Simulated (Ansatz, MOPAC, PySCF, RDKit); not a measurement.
Pair of molecules: NH3 (SMILES N) (first 4 atoms) with PH3 (SMILES P); geometry from B3LYP-D3(BJ)/def2-TZVP, rigid monomers moved along the line of their centres of mass till N1···P5 is 3.71 Å.
(charge 0, multiplicity 1):
```
atom    x (Å)    y (Å)    z (Å)
----  -------  -------  -------
N     -0.0643  -0.1165   0.0765
H     -0.9063  -0.6806   0.0766
H     -0.3421   0.8358  -0.1314
H      0.5202  -0.4387  -0.6864
P     -0.0792   0.5258   3.7272
H      1.1663   1.0260   3.2794
H      0.2797   0.5981   5.1026
H      0.3084  -0.8290   3.6003
```

Counterpoise-corrected where a basis set is named; no monomer relaxation. Rows marked so take none.

Rows in 6-31G* carry no dispersion term and start afresh at each structure (6-31G* with six Cartesian d functions). The state that PM6 reach isn't checked.

Programs: Ansatz (a program for electronic structure); MOPAC for PM6 (differences of heats of formation); PySCF for 6-31G* rows; RDKit for the force fields. 

Task: One of these levels gives 1.2 kJ/mol for the interaction energy. Which?
A) PM6
B) B3LYP/6-31G* (no counterpoise)
C) MMFF94
D) wB97X-V/def2-TZVPPD

Result: C, MMFF94. The others give -3.7 (PM6), -7.5 (B3LYP/6-31G* (no counterpoise)), -6.0 (wB97X-V/def2-TZVPPD)
